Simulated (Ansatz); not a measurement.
A structure relaxed at PBE0-D4/def2-TZVP, charge 0, multiplicity 1:

```xyz
5

Cl   -2.289    0.285    0.228
Hf    0.000    0.000    0.000
Cl    1.092    1.921    0.700
Cl    0.688   -1.795    1.295
Cl    0.509   -0.411   -2.224
```

Question: Give its formula and SMILES.

Answer: Cl4Hf, `[Cl][Hf]([Cl])([Cl])[Cl]` (hafnium tetrachloride).

Question: Point group (tolerance 0.08 Å, 0.16 Å for H)?

Answer: Td.

Question: Summarise the bond lengths by kind.

Answer: 4 × Cl–Hf 2.318 Å.

Computed with Ansatz.
